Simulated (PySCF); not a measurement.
What an electron can do to ZnO

r²SCAN in PySCF with def2-TZVPPD on every atom, for the lowest determinant that a PBE0 search found; no spin–orbit coupling.

```json
{"species": "ZnO", "state (unpaired electrons)": "triplet (σ ↑, π ↑)", "Re (Å)": "1.853", "ωe (cm⁻¹)": "541", "energy of the minimum from the neutral (eV)": "0.00", "De (eV)": "1.72", "dissociates to": "Zn + O"}
{"species": "ZnO⁺", "state (unpaired electrons)": "doublet (π ↑)", "Re (Å)": "1.788", "ωe (cm⁻¹)": "646", "energy of the minimum from the neutral (eV)": "9.11", "De (eV)": "1.82", "dissociates to": "Zn⁺ + O"}
{"species": "ZnO⁻", "state (unpaired electrons)": "doublet (σ ↑)", "Re (Å)": "1.748", "ωe (cm⁻¹)": "667", "energy of the minimum from the neutral (eV)": "-2.18", "De (eV)": "2.39", "dissociates to": "Zn + O⁻"}
```

Work out the lowest energy to break ZnO into atoms, from its vibrational ground state.

D0 = De − ωe/2 = 1.72 − 0.03 = 1.69 eV (r²SCAN/def2-TZVPPD).

Work out the ionisation energy of the Zn atom at this level and the threshold of dissociative ionisation.

IE(Zn) = 9.11 + 1.82 − 1.72 = 9.21 eV, so Zn⁺ + O + e⁻ appears at D0 + IE(Zn) = 10.90 eV (r²SCAN/def2-TZVPPD). The measured IE(Zn) is 9.394 eV (NIST ASD).

Work out the electron affinity of the O atom and the threshold of dissociative attachment.

EA(O) = 1.72 − 2.39 − (-2.18) = 1.51 eV, so Zn + O⁻ needs D0 − EA(O) = 0.18 eV (r²SCAN/def2-TZVPPD). The measured EA(O) is 1.461 eV.

At which energy does ion-pair formation open?

Zn⁺ + O⁻ lies at D0 + IE(Zn) − EA(O) = 9.39 eV (r²SCAN/def2-TZVPPD).

These are thermodynamic thresholds; the onsets seen under electron impact lie higher where the geometry changes, and cross-sections peak well above them.

For an ion De counts to the pair picked by the measured ionisation energies or electron affinities, which need not be the lowest pair at this level. The highest Kohn–Sham level is positive in this anion. Much of that is self-interaction error, but it also means that the finite basis helps to hold the extra electron. States were picked by a PBE0 search and need not be the measured ground states.
